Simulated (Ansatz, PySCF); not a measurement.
The pair A = CH2O (SMILES C=O) (first 4 atoms), B = GeH4 (SMILES [GeH4]); geometry from B3LYP-D3(BJ)/def2-TZVP.
(charge 0, multiplicity 1):
```
atom    x (Å)    y (Å)    z (Å)
----  -------  -------  -------
C      0.4913  -0.5772   0.3905
O      0.4346   0.4764   0.9614
H      0.7265  -0.6448  -0.6885
H      0.3112  -1.5352   0.9144
Ge    -0.2647   0.0282   4.1148
H     -0.5978  -0.2990   5.5830
H     -0.2466  -1.2925   3.3268
H      1.1145   0.6945   4.0509
H     -1.3432   0.9604   3.5516
```

Correlated levels freeze the cores. Filled d and f shells under p-block atoms count as core. CBS: X⁻³ extrapolation of the correlation energy, Hartree–Fock from the larger set. MP2 and its Hartree–Fock in aug-cc-pVTZ are density fitted.

Run with Ansatz (an electronic-structure program) with Gaussian orbitals; PySCF for the dispersion terms. 

The monomers are drawn apart, rigid, along the line of their centres of mass. Counterpoise-corrected interaction energies (kcal/mol):

```tsv
level	R = 4.821 Å	R = 6.125 Å
PBE/def2-TZVPPD	-0.3341	-0.0668
PBE-D3(BJ)/def2-TZVPPD	-0.6061	-0.1346
wB97M-V/def2-TZVPPD	-0.5277	-0.1306
MP2/CBS(aug-cc-pVDZ, aug-cc-pVTZ) + ΔCCSD(T)/aug-cc-pVDZ	-0.5407	-0.1351
```

R is the distance of the centres of mass. Find the local exponent m of E ∝ R⁻ᵐ between the two points.


m = ln(E₁/E₂)/ln(R₂/R₁): PBE/def2-TZVPPD 6.7; PBE-D3(BJ)/def2-TZVPPD 6.3; wB97M-V/def2-TZVPPD 5.8; MP2/CBS(aug-cc-pVDZ, aug-cc-pVTZ) + ΔCCSD(T)/aug-cc-pVDZ 5.8. For scale, two fixed dipoles give m = 3, dipole and quadrupole 4, quadrupoles 5, and dispersion or dipole-induced dipole 6 at long range; at these distances several terms mix, and what is left of overlap and damping shifts m, so it need not match one of them.
